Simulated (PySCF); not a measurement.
Diatomics with 60 electrons

PBE0 in PySCF with def2-SVPD on every atom (core potentials on Sn, Sb, Te, I), for the lowest determinant that a PBE0 search found; no spin–orbit coupling. All have 60 electrons, 12 of them in the valence shells, and the same state, a triplet (π ↑↑). For ions De leads to the atom and ion picked by measured ionisation energies and electron affinities.

```json
{"species": "SnF⁻", "difference of nuclear charges": "41", "Re (Å)": "2.091", "ωe (cm⁻¹)": "434", "k (mdyn/Å)": "1.82", "De (eV)": "2.63", "dissociates to": "Sn + F⁻"}
{"species": "SbO⁻", "difference of nuclear charges": "43", "Re (Å)": "1.913", "ωe (cm⁻¹)": "723", "k (mdyn/Å)": "4.35", "De (eV)": "3.87", "dissociates to": "Sb + O⁻"}
{"species": "TeN⁻", "difference of nuclear charges": "45", "Re (Å)": "1.976", "ωe (cm⁻¹)": "642", "k (mdyn/Å)": "3.07", "De (eV)": "2.65", "dissociates to": "Te⁻ + N"}
{"species": "CI⁻", "difference of nuclear charges": "47", "Re (Å)": "2.257", "ωe (cm⁻¹)": "388", "k (mdyn/Å)": "0.974", "De (eV)": "1.58", "dissociates to": "C + I⁻"}
{"species": "SbF", "difference of nuclear charges": "42", "Re (Å)": "1.966", "ωe (cm⁻¹)": "594", "k (mdyn/Å)": "3.42", "De (eV)": "3.99", "dissociates to": "Sb + F"}
{"species": "TeO", "difference of nuclear charges": "44", "Re (Å)": "1.851", "ωe (cm⁻¹)": "815", "k (mdyn/Å)": "5.58", "De (eV)": "3.75", "dissociates to": "Te + O"}
```

Task: Which member of the whole set has the stiffest bond, and how does it compare with the softest?

Result: TeO with k = 5.58 mdyn/Å, 5.7 times that of CI⁻.

Spin–orbit coupling is left out, which matters for elements this heavy, above all for dissociation energies. For an ion De counts to the pair picked by the measured ionisation energies or electron affinities, which need not be the lowest pair at this level. The highest Kohn–Sham level is positive in some of these anions. Much of that is self-interaction error, but it also means that the finite basis helps to hold the extra electron. States were picked by a PBE0 search and need not be the measured ground states.
